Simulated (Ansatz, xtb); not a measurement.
**Two isomers of C4H9FSi2**

Structure X is `C=C/C([SiH3])=C\[SiH2]F`, a singlet and structure Y is `CC#C[Si@H](F)C[SiH3]`, a singlet. Both are isolated molecules in the gas phase, relaxed with PBE-D3(BJ)/def2-SVP; each stands in its lowest conformer found.

X (Å):

```xyz
16

C    -0.6052    1.6067   -1.5749
C    -0.0403    0.6272   -0.8337
C    -0.7875   -0.3793   -0.0612
C    -1.9205   -0.0756    0.6398
F    -3.4523    1.5245    2.3722
Si   -0.1045   -2.1517   -0.0607
Si   -2.6571    1.6227    0.9343
H    -1.6996    1.6758   -1.6993
H     0.0065    2.3429   -2.1184
H     1.0628    0.5430   -0.8255
H    -0.1200   -2.7300   -1.4510
H    -0.9383   -3.0062    0.8516
H     1.3258   -2.1396    0.4124
H    -2.4480   -0.9015    1.1562
H    -3.6900    2.0051   -0.0902
H    -1.6038    2.6851    1.0404
```

Y (Å):

```
atom    x (Å)    y (Å)    z (Å)
   C  -1.7451  -3.0624  -1.2354
   C  -1.0119  -1.8434  -1.5295
   C  -0.3872  -0.8119  -1.7808
   C  -0.3428   2.1844  -1.2740
   F   2.0308   0.6169  -1.4974
  Si   0.5100   0.7423  -2.1115
  Si  -0.5989   2.0024   0.5968
   H  -2.3659  -2.9491  -0.3222
   H  -2.4203  -3.3363  -2.0728
   H  -1.0523  -3.9139  -1.0699
   H   0.6600   0.9517  -3.5890
   H   0.2466   3.1058  -1.4729
   H  -1.3361   2.3243  -1.7542
   H   0.7122   1.7462   1.2860
   H  -1.5322   0.8593   0.8851
   H  -1.1992   3.2626   1.1628
```

**Question.** Estimate E(Y) − E(X) at the level CCSD(T)/def2-SVP.

**Answer.** Calculated at CCSD(T)/def2-SVP: E(Y) − E(X) = −10.0 kcal/mol, so structure Y lies lower.

Level by level:

```csv
level,geometry,E(Y) − E(X) (kcal/mol),departure from the last row (kcal/mol),"job, with rough time for the two"
GFN2-xTB,GFN2-xTB,+3.6,+13.7,"optimisation, 0.18 s"
HF/STO-3G,GFN2-xTB,−29.4,−19.3,"single point, 0.34 s"
r2SCAN-D4/def2-SVP,GFN2-xTB,−12.4,−2.4,"single point, 3.9 s"
PBE-D3(BJ)/def2-SVP,PBE-D3(BJ)/def2-SVP,−9.2,+0.9,"optimisation, 35 s"
HF/def2-SVP,PBE-D3(BJ)/def2-SVP,−14.1,−4.1,part of the CCSD(T) run
MP2/def2-SVP,PBE-D3(BJ)/def2-SVP,−14.3,−4.3,part of the CCSD(T) run
CCSD(T)/def2-SVP,PBE-D3(BJ)/def2-SVP,−10.0,,"single point, 54 s"
```

As drawn, Y has 1 C≡C, 1 C–Si, 1 C–H in place of 2 C=C, 1 Si–H.

GFN2-xTB puts the two in the other order. The largest departure from CCSD(T)/def2-SVP is that of HF/STO-3G, 19.3 kcal/mol. MP2 in a larger basis moves the difference by −2.4 kcal/mol, a step that isn't added because spin contamination makes open-shell MP2 unreliable in this search.

With thermal terms from frequencies at re-optimised GFN2-xTB minima (ideal gas, soft modes damped towards free rotors, one conformer each, 298.15 K, 1 atm): the zero-point term adds +1.0 kcal/mol; ΔH is −8.4 and ΔG −10.1 kcal/mol.

The correlated steps freeze 15 core orbitals. Mirror images aren't counted in ΔG. Codes used: Ansatz 0.2.0, xtb 6.7.1; the last row on 4 threads of Arm Neoverse V2 on a shared host.
